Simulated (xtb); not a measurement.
S$_{8}$, triplet, at the geometry of the source list (a higher spin typed on purpose: for a closed-shell molecule this is an excited state); xtb with GFN2-xTB.

Here is a job for xtb.
```
$ xtb mol.xyz --gfn 2 --uhf 2 --acc 0.0001 --json

# file mol.xyz
8

S      1.75900000    -1.78430000     0.07990000
S      1.53220000    -0.05360000     1.13450000
S      1.91110000     1.62190000     0.03530000
S      0.12080000     2.06780000    -0.96920000
S     -1.36750000     1.78240000     0.41160000
S     -2.37000000     0.10280000    -0.23390000
S     -1.52050000    -1.64200000     0.45650000
S     -0.06520000    -2.09500000    -0.91460000
```

Output, abridged:

```
   ID    Z sym.   atoms
    1   16 S      1-8

           -------------------------------------------------
          |                Calculation Setup                |
           -------------------------------------------------

           -------------------------------------------------
          |                 G F N 2 - x T B                 |
           -------------------------------------------------

          ...................................................
          :                      SETUP                      :
          :.................................................:
          :  # basis functions                  80          :
          :  # atomic orbitals                  72          :
          :  # shells                           24          :
          :  # electrons                        48          :
          :  max. iterations                   250          :
          :  Hamiltonian                  GFN2-xTB          :
          :  restarted?                      false          :
          :  GBSA solvation                  false          :
          :  PC potential                    false          :
          :  electronic temp.          300.0000000     K    :
          :  accuracy                    0.0001000          :
          :  -> integral cutoff          0.6500000E+02      :
          :  -> integral neglect         0.1000000E-11      :
          :  -> SCF convergence          0.1000000E-09 Eh   :
          :  -> wf. convergence          0.1000000E-07 e    :
          :  Broyden damping             0.4000000          :
          :  net charge                          0          :
          :  unpaired electrons                  2          :
          ...................................................

 iter      E             dE          RMSdq      gap      omega  full diag
   1    -26.0435306 -0.260435E+02  0.964E+00    0.04       0.0  T
   2    -26.0573237 -0.137931E-01  0.398E+00    0.12       1.0  T
   3    -26.0547714  0.255235E-02  0.132E+00    0.05       1.0  T
   4    -26.0592026 -0.443123E-02  0.846E-01    0.13       1.0  T
   5    -26.0606507 -0.144804E-02  0.309E-01    0.11       1.0  T
   6    -26.0606243  0.263696E-04  0.152E-01    0.11       1.0  T
   7    -26.0604460  0.178247E-03  0.203E-01    0.11       1.0  T
   8    -26.0607286 -0.282529E-03  0.399E-02    0.11       1.0  T
   9    -26.0607305 -0.190081E-05  0.223E-02    0.11       1.6  T
  10    -26.0607307 -0.236465E-06  0.761E-03    0.11       4.6  T
  11    -26.0607307 -0.366148E-07  0.353E-03    0.11      10.0  T
  12    -26.0607307 -0.282860E-09  0.210E-03    0.11      16.8  T
  13    -26.0607307 -0.833118E-08  0.114E-03    0.11      31.0  T
  14    -26.0607307 -0.886754E-09  0.370E-04    0.11      95.6  T
  15    -26.0607308 -0.739178E-10  0.204E-04    0.11     173.7  T
  16    -26.0607308 -0.162004E-10  0.516E-05    0.11     685.4  T
  17    -26.0607308 -0.155609E-11  0.189E-05    0.11    1869.1  T
  18    -26.0607308 -0.124345E-12  0.590E-06    0.11    5994.1  T
  19    -26.0607308  0.355271E-13  0.166E-06    0.11   21339.3  T
  20    -26.0607308 -0.135003E-12  0.727E-07    0.11   48619.5  T
  21    -26.0607308  0.127898E-12  0.240E-07    0.11  100000.0  T
  22    -26.0607308 -0.923706E-13  0.117E-07    0.11  100000.0  T
  23    -26.0607308  0.532907E-13  0.718E-08    0.11  100000.0  T
  24    -26.0607308  0.142109E-13  0.465E-08    0.11  100000.0  T

   *** convergence criteria satisfied after 24 iterations ***

 transition dipole moment (au) for excitation:          24          25
     X       Y       Z
  -0.2266   0.0103   0.0101  total (au/Debye):    0.227   0.577
 dE (eV)             :    2.511
 oscillator strength :  0.44846E-02

         :::::::::::::::::::::::::::::::::::::::::::::::::::::
         ::                     SUMMARY                     ::
         :::::::::::::::::::::::::::::::::::::::::::::::::::::
         :: total energy             -26.019837816677 Eh    ::
         :: gradient norm              0.044895089498 Eh/a0 ::
         :: HOMO-LUMO gap              0.107293501059 eV    ::
         ::.................................................::
         :: SCC energy               -26.060691071469 Eh    ::
         :: -> isotropic ES           -0.000264420140 Eh    ::
         :: -> anisotropic ES          0.005250127020 Eh    ::
         :: -> anisotropic XC          0.013467837624 Eh    ::
         :: -> dispersion             -0.021211807011 Eh    ::
         :: repulsion energy           0.040853254792 Eh    ::
         :: add. restraining           0.000000000000 Eh    ::
         :: total charge              -0.000000000000 e     ::
         :::::::::::::::::::::::::::::::::::::::::::::::::::::

           -------------------------------------------------
          |                Property Printout                |
           -------------------------------------------------

    * Orbital Energies and Occupations

         #    Occupation            Energy/Eh            Energy/eV
      -------------------------------------------------------------
         1        2.0000           -0.7718912             -21.0042
       ...           ...                  ...                  ...
        13        2.0000           -0.5148084             -14.0086
        14        2.0000           -0.5100537             -13.8793
        15        2.0000           -0.5022113             -13.6659
        16        2.0000           -0.4970385             -13.5251
        17        2.0000           -0.4587413             -12.4830
        18        2.0000           -0.4477239             -12.1832
        19        2.0000           -0.4374796             -11.9044
        20        2.0000           -0.4307340             -11.7209
        21        2.0000           -0.4253326             -11.5739
        22        1.9999           -0.4157352             -11.3127
        23        1.9997           -0.4141418             -11.2694
        24        1.0003           -0.3987532             -10.8506
        25        0.8608           -0.3064844              -8.3399 (HOMO)
        26        0.0888           -0.3025414              -8.2326 (LUMO)
        27        0.0505           -0.3019653              -8.2169
        28        0.0000           -0.2899657              -7.8904
        29                         -0.2856328              -7.7725
        30                         -0.2756527              -7.5009
        31                         -0.2712806              -7.3819
        32                         -0.2600608              -7.0766
        33                         -0.0777062              -2.1145
        34                         -0.0765526              -2.0831
        35                         -0.0697851              -1.8989
        36                         -0.0657697              -1.7897
       ...                                ...                  ...
        72                          0.4930100              13.4155
      -------------------------------------------------------------
                  HL-Gap            0.0039430 Eh            0.1073 eV
             Fermi-level           -0.3555599 Eh           -9.6753 eV

     #   Z          covCN         q      C6AA      α(0)
     1  16 S        1.965    -0.000   141.062    19.990
     2  16 S        1.978    -0.003   141.160    19.997
     3  16 S        1.965    -0.000   141.061    19.990
     4  16 S        1.979     0.002   140.966    19.983
     5  16 S        1.967     0.017   140.360    19.940
     6  16 S        1.988    -0.036   142.520    20.093
     7  16 S        1.967     0.017   140.358    19.940
     8  16 S        1.979     0.002   140.968    19.983

 Mol. C6AA /au·bohr⁶  :       9027.594793
 Mol. C8AA /au·bohr⁸  :     442272.702015
 Mol. α(0) /au        :        159.915741

Wiberg/Mayer (AO) data.
largest (>0.10) Wiberg bond orders for each atom

 ---------------------------------------------------------------------------
     #   Z sym  total        # sym  WBO       # sym  WBO       # sym  WBO
 ---------------------------------------------------------------------------
     1  16 S    2.616 --     2 S    1.164     8 S    0.990     3 S    0.182
                             4 S    0.105
     2  16 S    2.539 --     1 S    1.164     3 S    1.164
     3  16 S    2.616 --     2 S    1.164     4 S    0.991     1 S    0.182
                             8 S    0.105
     4  16 S    2.602 --     5 S    1.154     3 S    0.991     8 S    0.117
                             1 S    0.105
     5  16 S    2.592 --     4 S    1.154     6 S    1.118     7 S    0.108
     6  16 S    2.495 --     7 S    1.118     5 S    1.118
     7  16 S    2.592 --     8 S    1.154     6 S    1.118     5 S    0.108
     8  16 S    2.602 --     7 S    1.154     1 S    0.990     4 S    0.117
                             3 S    0.105
 ---------------------------------------------------------------------------

Topologies differ in total number of bonds
Writing topology from bond orders to xtbtopo.mol

molecular dipole:
                 x           y           z       tot (Debye)
 q only:        0.058      -0.002       0.030
   full:       -0.048       0.002      -0.013       0.127
molecular quadrupole (traceless):
                xx          xy          yy          xz          yz          zz
 q only:       -0.701       0.058       0.652      -0.245       0.002       0.050
  q+dip:       -2.923       0.232       2.378      -0.382      -0.007       0.545
   full:       -2.386       0.228       2.881      -0.569      -0.019      -0.494

           -------------------------------------------------
          | TOTAL ENERGY              -26.019837816677 Eh   |
          | GRADIENT NORM               0.044895089498 Eh/α |
          | HOMO-LUMO GAP               0.107293501059 eV   |
           -------------------------------------------------

normal termination of xtb
```
